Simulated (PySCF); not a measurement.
C9H9NSSi, SMILES c1ccc([SiH2]c2nccs2)cc1, GFN2-xTB optimised geometry.

```
21

C     -2.88    -2.18     0.00
C     -3.57    -0.98     0.00
C     -2.87     0.22     0.00
C     -1.48     0.23     0.00
Si    -0.60     1.90     0.01
C      1.27     1.70    -0.10
N      1.95     0.61    -0.01
C      3.28     0.80    -0.11
C      3.66     2.09    -0.29
S      2.29     3.12    -0.33
C     -0.80    -0.98     0.00
C     -1.50    -2.18     0.00
H     -3.43    -3.11     0.00
H     -4.65    -0.97     0.00
H     -3.41     1.15     0.00
H     -0.88     2.64     1.24
H     -1.00     2.71    -1.15
H      3.94    -0.05    -0.05
H      4.65     2.49    -0.39
H      0.28    -0.99     0.00
H     -0.96    -3.12     0.00
```

Density from PySCF with PBE0/def2-SVP at that geometry.

Minimum of the electron density along straight lines between bonded atoms, close to the bond critical point (lines longer than 1.1 times the sum of covalent radii, or with two minima, are not listed):

```json
[
 {"bond": "C1–C2", "length / Å": "1.385", "ρ at the minimum / e bohr⁻³": "0.312", "∇²ρ there / e bohr⁻⁵": "-0.80", "position (fraction from the first atom)": "0.50"},
 {"bond": "C2–C3", "length / Å": "1.382", "ρ at the minimum / e bohr⁻³": "0.313", "∇²ρ there / e bohr⁻⁵": "-0.81", "position (fraction from the first atom)": "0.50"},
 {"bond": "C3–C4", "length / Å": "1.393", "ρ at the minimum / e bohr⁻³": "0.306", "∇²ρ there / e bohr⁻⁵": "-0.76", "position (fraction from the first atom)": "0.50"},
 {"bond": "C4–Si5", "length / Å": "1.881", "ρ at the minimum / e bohr⁻³": "0.115", "∇²ρ there / e bohr⁻⁵": "0.33", "position (fraction from the first atom)": "0.62"},
 {"bond": "Si5–C6", "length / Å": "1.881", "ρ at the minimum / e bohr⁻³": "0.111", "∇²ρ there / e bohr⁻⁵": "0.37", "position (fraction from the first atom)": "0.38"},
 {"bond": "C6–N7", "length / Å": "1.287", "ρ at the minimum / e bohr⁻³": "0.372", "∇²ρ there / e bohr⁻⁵": "-0.76", "position (fraction from the first atom)": "0.34"},
 {"bond": "N7–C8", "length / Å": "1.349", "ρ at the minimum / e bohr⁻³": "0.332", "∇²ρ there / e bohr⁻⁵": "-0.97", "position (fraction from the first atom)": "0.65"},
 {"bond": "C8–C9", "length / Å": "1.359", "ρ at the minimum / e bohr⁻³": "0.324", "∇²ρ there / e bohr⁻⁵": "-0.82", "position (fraction from the first atom)": "0.49"},
 {"bond": "C6–S10", "length / Å": "1.759", "ρ at the minimum / e bohr⁻³": "0.201", "∇²ρ there / e bohr⁻⁵": "-0.36", "position (fraction from the first atom)": "0.46"},
 {"bond": "C9–S10", "length / Å": "1.716", "ρ at the minimum / e bohr⁻³": "0.216", "∇²ρ there / e bohr⁻⁵": "-0.47", "position (fraction from the first atom)": "0.47"},
 {"bond": "C4–C11", "length / Å": "1.392", "ρ at the minimum / e bohr⁻³": "0.306", "∇²ρ there / e bohr⁻⁵": "-0.76", "position (fraction from the first atom)": "0.50"},
 {"bond": "C1–C12", "length / Å": "1.384", "ρ at the minimum / e bohr⁻³": "0.313", "∇²ρ there / e bohr⁻⁵": "-0.80", "position (fraction from the first atom)": "0.50"},
 {"bond": "C11–C12", "length / Å": "1.384", "ρ at the minimum / e bohr⁻³": "0.313", "∇²ρ there / e bohr⁻⁵": "-0.81", "position (fraction from the first atom)": "0.50"},
 {"bond": "C1–H13", "length / Å": "1.081", "ρ at the minimum / e bohr⁻³": "0.283", "∇²ρ there / e bohr⁻⁵": "-1.08", "position (fraction from the first atom)": "0.63"},
 {"bond": "C2–H14", "length / Å": "1.081", "ρ at the minimum / e bohr⁻³": "0.283", "∇²ρ there / e bohr⁻⁵": "-1.07", "position (fraction from the first atom)": "0.63"},
 {"bond": "C3–H15", "length / Å": "1.081", "ρ at the minimum / e bohr⁻³": "0.283", "∇²ρ there / e bohr⁻⁵": "-1.07", "position (fraction from the first atom)": "0.63"},
 {"bond": "Si5–H16", "length / Å": "1.471", "ρ at the minimum / e bohr⁻³": "0.116", "∇²ρ there / e bohr⁻⁵": "0.31", "position (fraction from the first atom)": "0.49"},
 {"bond": "Si5–H17", "length / Å": "1.470", "ρ at the minimum / e bohr⁻³": "0.117", "∇²ρ there / e bohr⁻⁵": "0.32", "position (fraction from the first atom)": "0.49"},
 {"bond": "C8–H18", "length / Å": "1.075", "ρ at the minimum / e bohr⁻³": "0.288", "∇²ρ there / e bohr⁻⁵": "-1.14", "position (fraction from the first atom)": "0.64"},
 {"bond": "C9–H19", "length / Å": "1.071", "ρ at the minimum / e bohr⁻³": "0.286", "∇²ρ there / e bohr⁻⁵": "-1.13", "position (fraction from the first atom)": "0.65"},
 {"bond": "C11–H20", "length / Å": "1.079", "ρ at the minimum / e bohr⁻³": "0.289", "∇²ρ there / e bohr⁻⁵": "-1.15", "position (fraction from the first atom)": "0.65"},
 {"bond": "C12–H21", "length / Å": "1.081", "ρ at the minimum / e bohr⁻³": "0.283", "∇²ρ there / e bohr⁻⁵": "-1.07", "position (fraction from the first atom)": "0.63"}
]
```
